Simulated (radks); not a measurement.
Results of a calculation; reference values are marked as such.
Species: W. Configuration: [Xe] 4f14 5d4 6s2.

Code: a radial shooting solver on a logarithmic mesh with Libxc functionals. Model: Dirac Kohn-Sham, exchange-only LDA, spin-unpolarised, spherical densities, finite nucleus; open shells fill j = l - 1/2 first; Fermi nuclear charge, rms radius 5.3658 fm.

Energy parts (hartree):
| part | energy |
|---|---|
| total | -16146.3135 |
| kinetic | 18184.3779 |
| electron-nucleus | -40346.3197 |
| Hartree | 6323.4381 |
| exchange | -307.8099 |

Orbitals (lengths in bohr, moments of r in powers of bohr; <r^-3> diverges for s and p1/2; r(max) is where P^2 peaks):
orbital  occ.  eigenvalue (hartree)   r(max)       <r^4>  <r^-3>
1s1/2       2             -2547.100  0.01147   5.836e-07       -
2s1/2       2             -439.3229  0.06593  0.00008730       -
2p1/2       2             -420.3506  0.04897  0.00005251       -
2p3/2       4             -370.6977  0.05581  0.00007649   16310
3s1/2       2             -101.0932   0.1857    0.003230       -
3p1/2       2             -92.59947   0.1738    0.002847       -
3p3/2       4             -81.86659   0.1879    0.003762    3688
3d3/2       4             -67.47159   0.1470    0.002553   638.1
3d5/2       6             -65.13539   0.1509    0.002779   542.7
4s1/2       2             -20.76768   0.4213     0.07605       -
4p1/2       2             -17.24222   0.4208     0.08302       -
4p3/2       4             -14.74619   0.4506      0.1101   857.3
4d3/2       4              -8.93477   0.4471      0.1417   130.0
4d5/2       6              -8.47487   0.4566      0.1549   108.2
4f5/2       6              -1.19781   0.4255      0.5038   19.62
4f7/2       8              -1.11558   0.4305      0.5446   18.68
5s1/2       2              -2.83904   0.9632       2.442       -
5p1/2       2              -1.79245    1.033       3.847       -
5p3/2       4              -1.42985    1.118       5.517   121.8
5d3/2       4              -0.13696    1.482       62.63   7.669
5d5/2       0              -0.11116    1.535       81.45   5.992
6s1/2       2              -0.17768    2.675       240.2       -
6p1/2       0              -0.03811    3.596        1465       -
6p3/2       0              -0.02305    4.086        2880   4.702

The highest occupied level is 5d3/2 at -3.727 eV. For comparison, the ionisation energy in NIST's Atomic Spectra Database is 7.864 eV (measured). In exact Kohn-Sham theory the highest level is minus the ionisation energy, but local and semilocal functionals leave it too shallow, through self-interaction and a potential that decays too fast; potentials with the right tail come closer. The density falls to 0.001 e/bohr^3 at r = 4.83 bohr.

Beside tabulated values, note that spin-unpolarised runs miss the spin-polarisation part of the exchange energy of open shells.
